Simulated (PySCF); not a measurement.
A geometry optimisation on [B9H9Sb]-.

Computed with PBE0-D3(BJ)/def2-SVP geometry optimisation, gas phase, def2 core potentials past Kr (PySCF 2.14.0). Start geometry: GFN2-xTB. A driver script takes a list of jobs; this job's settings line and coordinates (Å) are shown.

Input:
```
{"job": {"xc": "PBE0", "basis": "def2-SVP", "d3": "d3bj", "grid": 1, "maxiter": 30, "shake": 0.03, "kind": "geom"}, "charge": -1, "multiplicity": 1}
B      0.212070     0.604560    -1.198530
Sb    -0.384300     1.272520     1.952730
B      1.230020     0.849040     0.151450
B      1.150430    -0.711420    -0.576460
B     -0.762550    -0.831630    -0.875390
B      0.900150    -0.589770     1.195960
B     -0.054060     1.918210    -0.116560
B     -1.117870    -0.695520     0.868200
B      0.029370    -1.730770     0.423190
B     -1.372770     0.710540    -0.201050
H      0.280940     1.020580    -2.320130
H      2.379100     1.373360     0.322790
H      1.883830    -1.140220    -1.215440
H     -1.443080    -1.337330    -1.682980
H      1.610950    -0.950180     2.111190
H     -0.106750     3.131910    -0.342710
H     -2.074050    -1.076870     1.534430
H      0.052580    -2.919300     0.487470
H     -2.476770     1.095740    -0.433570
```

**Question.** Give the output.

**Answer.** 
```
step   0  E = -469.06357760  max force = 0.103864
step   1  E = -469.09385287  max force = 0.034577
step   2  E = -469.10158193  max force = 0.011765
step   3  E = -469.10356126  max force = 0.009623
step   4  E = -469.10412631  max force = 0.006515
step   5  E = -469.10465274  max force = 0.002343
step   6  E = -469.10474834  max force = 0.002048
step   7  E = -469.10480829  max force = 0.001090
step   8  E = -469.10481830  max force = 0.000492
step   9  E = -469.10482399  max force = 0.000417
optimisation converged
```

Energies in Eh; «max force» is the largest Cartesian gradient component in Eh/bohr.

**Question.** How much energy does the optimisation release, in kJ/mol?

**Answer.** E(step 0) − E(last step) = 0.041246 Eh, which is 108.3 kJ/mol.

**Question.** Give the first gradient maximum in eV/Å.

**Answer.** With 1 Eh/bohr = 51.422 eV/Å, 5.341 eV/Å.

In short: final energy -469.10482 Eh after 9 steps.

**Question.** Give the final coordinates.

**Answer.** 0.087 Å rms from the input after alignment:
```
atom  x, y, z in Å
B1     0.1437    0.6784   -1.2069
Sb2   -0.3657    1.3004    1.9025
B3     1.2784    0.9005    0.1895
B4     1.0451   -0.7214   -0.5365
B5    -0.7587   -0.8222   -0.8128
B6     0.8403   -0.6092    1.2501
B7    -0.0871    1.9936   -0.1768
B8    -1.1107   -0.7176    0.9507
B9     0.0451   -1.7998    0.3361
B10   -1.3730    0.7526   -0.2145
H11    0.3043    0.9989   -2.3616
H12    2.3954    1.3532    0.2801
H13    1.9951   -1.1392   -1.1608
H14   -1.4251   -1.3279   -1.6873
H15    1.5426   -0.9475    2.1756
H16   -0.1083    3.1642   -0.4597
H17   -2.0135   -1.1472    1.6323
H18    0.0973   -2.9982    0.4536
H19   -2.5079    1.0817   -0.4692
```

**Question.** Estimate the wall time. Hardware: one thread of an Arm Neoverse V1, shared host with 32 logical CPUs at a one-minute load of 22. And the peak memory of the process?

**Answer.** About 4.8 min, with 1.0 GiB resident at the peak, the Python interpreter and its libraries included.
Labels such as C1 count atoms from 1, the log's own numbers from 0.
